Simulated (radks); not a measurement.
Results of a calculation; reference values are marked as such.
Dynamic dipole polarisability and lines of the antimony ion Sb21+, [Ar] 3d10 4s2. Level of theory: scalar-relativistic Kohn-Sham, PBE, spin-unpolarised, spherical densities, finite nucleus; Fermi nuclear charge, rms radius of each element as measured or else 0.836 A^(1/3) + 0.57 fm (a radial shooting solver on a logarithmic mesh with Libxc functionals). Time-dependent linear response with the Hartree and adiabatic LDA kernel, continuum included through the Sternheimer equations, no spin-orbit coupling, so fine structure and intercombination lines are absent. Lines are the poles of the dipole polarisability below minus the highest occupied eigenvalue, found on a grid refined at the orbital gaps; the lowest seven at most are given, and weak or close lines can be missed. The first line takes the name of the lowest orbital gap if no other gap lies below it; otherwise a line is named after a gap within 0.6 % of it, if that gap stands alone.

| photon energy (eV) | alpha (bohr^3) |
|---|---|
| 0 | 0.2389 |
| 10.630 | 0.2450 |
| 53.151 | 0.7070 |
| 95.671 | -0.1602 |
| 138.19 | -0.03905 |
| 180.71 | -0.009051 |
| 223.23 | 0.006757 |
| 265.75 | 0.01692 |
| 308.27 | -0.4058 |
| 350.79 | 0.007704 |
| 393.31 | 0.01753 |
| 435.83 | 0.009334 |
| 478.36 | 0.03130 |
| 520.88 | -0.003491 |
| 563.40 | 0.02116 |
| 605.92 | 0.04044 |

Lines (eV, oscillator strength): 64.381 (19.26 nm, 4s-4p), f = 1.22; 307.34 (4.034 nm, 4s-5p), f = 0.325; 427.66 (2.899 nm, 4s-6p), f = 0.111; 493.11 (2.514 nm, 4s-7p), f = 0.0487; 509.74 (2.432 nm, unassigned), f = 0.436; 533.02 (2.326 nm, 4s-8p), f = 0.0356; 559.20 (2.217 nm, 4s-9p), f = 0.0218. Higher lines, where found, are left out when the end of the mesh affects them. Those listed give 93 % of the static polarisability (sum of f/w^2). Orbital energy gaps for comparison: 4s-4p 55.025 eV; 4s-5p 307.71 eV; 4s-6p 427.82 eV; 4s-7p 493.19 eV; 3d-4p 505.84 eV.
